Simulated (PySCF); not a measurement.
H6Al2, singlet at its PBE0/def2-SVP optimised geometry (Å):

```
8

Al     1.3042     0.0001     0.0000
Al    -1.3041     0.0001     0.0000
H      0.0000     0.0006     1.1589
H      1.9931    -1.4239     0.0010
H      1.9933     1.4239    -0.0012
H      0.0001    -0.0001    -1.1589
H     -1.9932    -1.4238     0.0004
H     -1.9933     1.4238     0.0000
```

Method: PBE0/def2-TZVP (PySCF). Cells within 0.4 Å of a nucleus heavier than hydrogen are left out (blank, or x).

Map of the HOMO−1 amplitude (bohr^(-3/2)) on the plane z = 0.0 Å; orbital energy -9.02 eV, overall sign arbitrary:

```
|555555555555555555555555555|
|555555555555555555555555555|
|555555555555555555555555555|
|555555555555555555555555555|
|555555555555555555555555555|
|555555555555555555555555555|
|555556666655555556666655555|
|555566777665555566777665555|
|555567998766555667899765555|
|555567998766656667899765555|
|555567888766656667888765555|
|555556777666555666777655555|
|55555566xx5555555xx66555555|
|44444444xxx44444xxx44444444|
|44444433xx4444444xx33444444|
|444443222333444333222344444|
|444432111233343332111234444|
|444432001233343332100234444|
|444432001233444332100234444|
|444433222334444433222334444|
|444443333344444443333344444|
|444444444444444444444444444|
|444444444444444444444444444|
|444444444444444444444444444|
|444444444444444444444444444|
|444444444444444444444444444|
|444444444444444444444444444|
```
Scale: ten equal steps from -0.167 (start of '0') to 0.167 (end of '9'), in the order '0123456789'; x runs from -4.00 to 4.00, y from -4.00 (bottom) to 4.00 (top).
